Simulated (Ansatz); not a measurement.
Z-matrix (Å, degrees):
```
Hf
S 1 2.437
S 1 2.445 2 105.4
O 1 1.892 2 108.5 3 122.7
S 1 2.444 2 113.1 3 -117.7
H 2 1.348 1 90.7 3 73.6
H 3 1.349 1 91.2 2 -172.0
H 4 0.953 1 163.9 2 -117.0
H 5 1.348 1 90.1 2 75.3
```

Charge 0, multiplicity 1. Hf takes the def2 core potential.

Question: List the PBE/def2-TZVPP orbital energies in eV (Ansatz 0.2.0). (Estimate.)

Answer: Ansatz gave: Occupied: -2395.63, -2395.58, -2395.53, -510.99, -208.61, -208.56, -208.51, -154.76, -154.72, -154.66, -154.61, -154.59, -154.56, -154.54, -154.51, -154.48, -64.51, -34.53, -34.14, -34.11, -24.74, -17.81, -17.61, -17.54, -13.12, -10.20, -10.08, -9.91, -8.85, -8.83, -7.90, -7.30, -7.26, -6.90, -6.53, -6.34. Lowest empty: -2.32, -1.95, -1.43, -1.38, -1.22, -1.07, -0.04, 0.14.
